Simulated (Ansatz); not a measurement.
One change: `[O]=[Mo]([OH])(=[S])[Cl]` becomes `[CH3][Mo](=[O])([OH])=[S]`.

Ansatz, PBE0-D4/def2-TZVP geometries, multiplicity 1. Each molecule was computed in one conformer, which needn't be the lowest.

Elements past krypton have def2 core potentials.

```csv
property,`[O]=[Mo]([OH])(=[S])[Cl]`
"ideal-gas entropy at 298 K and 1 bar (rigid rotor, harmonic PBE0-D4/def2-TZVP) / J/(mol·K)",350
HOMO–LUMO gap (ωB97M-V/def2-TZVPP) / eV,8.90
LUMO energy (PBE/def2-TZVPP) / eV,-3.98
HOMO–LUMO gap (B3LYP/def2-TZVPP) / eV,4.37
HOMO energy (B3LYP/def2-TZVPP) / eV,-7.89
size of the dipole moment (B3LYP/def2-TZVPP) / D,2.61
```

Task: What does the change do to each property? (Estimate.)

Result: The calculation gave: 
```json
{"property": "ideal-gas entropy at 298 K and 1 bar (rigid rotor, harmonic PBE0-D4/def2-TZVP) / J/(mol·K)", "`[CH3][Mo](=[O])([OH])=[S]`": "357", "shift": "7"}
{"property": "HOMO–LUMO gap (ωB97M-V/def2-TZVPP) / eV", "`[CH3][Mo](=[O])([OH])=[S]`": "9.02", "shift": "0.12"}
{"property": "LUMO energy (PBE/def2-TZVPP) / eV", "`[CH3][Mo](=[O])([OH])=[S]`": "-3.59", "shift": "0.39"}
{"property": "HOMO–LUMO gap (B3LYP/def2-TZVPP) / eV", "`[CH3][Mo](=[O])([OH])=[S]`": "4.41", "shift": "0.04"}
{"property": "HOMO energy (B3LYP/def2-TZVPP) / eV", "`[CH3][Mo](=[O])([OH])=[S]`": "-7.48", "shift": "0.41"}
{"property": "size of the dipole moment (B3LYP/def2-TZVPP) / D", "`[CH3][Mo](=[O])([OH])=[S]`": "2.97", "shift": "0.36"}
```

With PBE0 the HOMO rises by 0.42 eV and the LUMO rises by 0.47 eV, so the gap widens by about 0.05 eV. PBE moves the HOMO by 0.38 eV and ωB97M-V by 0.41 eV. The zero-point energy changes by 89.5 kJ/mol with +9 modes. Dipoles are sizes alone; their direction can turn.

B3LYP here is the variant with VWN-RPA as its local correlation; programs differ in this.
